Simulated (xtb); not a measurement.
W(NH)2(F)(Br) (BrFH2N2W), SMILES [NH]=[W](=[NH])([F])[Br], multiplicity 1. All values are semi-empirical tight-binding results from xtb (GFN2-xTB unless named), good for trends rather than for accurate numbers. Coordinates come from a GFN2-xTB optimisation. The spin state was assumed, not searched. The structure was generated by enumeration; whether it is a known compound was not checked.

Optimised geometry:

```xyz
7

W      0.0130     0.5312     0.0000
N      0.8402     1.0529     1.4925
H      1.4237     1.4903     2.2091
N      0.8402     1.0529    -1.4925
H      1.4237     1.4903    -2.2091
F     -1.8054     0.9768     0.0000
Br     0.0193    -1.8806     0.0000
```
Charge 0, spin multiplicity 1.

For metal compounds this method's bond lengths and energies can be far off.

The point group as xtb finds it is Cs and the orbital gap is 2.00 eV. The zero-point energy is 17.7 kcal/mol and the G − E(el) at 298.15 K (modified RRHO) is -3.6 kcal/mol.

Q: Give the atomic charges and the Wiberg bond orders between heavy atoms. (An estimate is asked for; the answer gives what the named calculation found.)

A: charges (e) W1 0.99, N2 -0.51, H3 0.20, N4 -0.51, H5 0.20, F6 -0.32, Br7 -0.05. Bond orders W1–N2 2.22, W1–N4 2.22, W1–F6 1.02, W1–Br7 1.29.
